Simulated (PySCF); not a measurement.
Compound: C5H7ClO2.
SMILES: `C/C=C(/OC)C(=O)Cl`

The closed-shell SCF was solved with PySCF and density fitting under several settings on one GFN2-xTB geometry (grid level 2 and gas phase unless stated).

| settings | basis functions | SCF cycles | E (Eh) | HOMO (eV) | LUMO (eV) | dipole (D) |
| --- | --- | --- | --- | --- | --- | --- |
| PBE0/pcSseg-1 | 178 | 14 | -804.7623 | -7.17 | -1.88 | 4.40 |
| B3LYP/def2-SVPD | 229 | 15 | -805.0080 | -7.00 | -2.19 | 4.34 |
| BP86/def2-SVPD, start guess huckel | 229 | 19 | -805.0395 | -6.12 | -2.95 | 4.26 |
| PBE0/pcSseg-1, IEF-PCM dimethylsulfoxide, start guess atom, energy threshold 1e-06 Eh | 178 | 9 | -804.7712 | -7.01 | -1.92 | 5.68 |
| OPBE/pcSseg-1, level shift 0.3 Eh, energy threshold 1e-06 Eh | 178 | 10 | -805.1252 | -5.92 | -2.66 | 4.26 |

Task: Estimate the rows for these settings: (1) HSE06/6-311G**, IEF-PCM methanol, level shift 0.2 Eh; (2) wB97X-D/def2-SVP, grid level 3, start guess huckel.

Result: 
```csv
settings,basis functions,SCF cycles,E (Eh),HOMO (eV),LUMO (eV),dipole (D)
"HSE06/6-311G**, IEF-PCM methanol, level shift 0.2 Eh",194,12,-804.9723,-6.54,-2.23,5.65
"wB97X-D/def2-SVP, grid level 3, start guess huckel",151,13,-804.8438,-8.86,0.07,4.12
```

Task: Over all rows, what range does the HOMO–LUMO gap span?

Result: From 3.17 eV (BP86/def2-SVPD, start guess huckel) to 8.93 eV (wB97X-D/def2-SVP, grid level 3, start guess huckel). The functional of the narrowest has no exact exchange, that of the widest range-separated exact exchange.

Task: And the dipole moment?

Result: From 4.12 D (wB97X-D/def2-SVP, grid level 3, start guess huckel) to 5.68 D (PBE0/pcSseg-1, IEF-PCM dimethylsulfoxide, start guess atom, energy threshold 1e-06 Eh); the largest is 1.38 times the smallest, and the median is 4.34 D.

wB97X-D ran without the empirical dispersion term, which would shift the total energy alone. Cycle counts include a coarse-grid stage where the run had one. All basis functions are spherical, in the Pople sets too. One conformer (not necessarily the lowest) at the GFN2-xTB geometry, without vibrations or thermal averaging.

The values belong to the conformer `[CH3:1]/[CH:2]=[C:3](/[O:4][CH3:5])[C:6](=[O:7])[Cl:8]`: C2–C3–O4–C5 0°, C2–C3–C6–O7 1°.
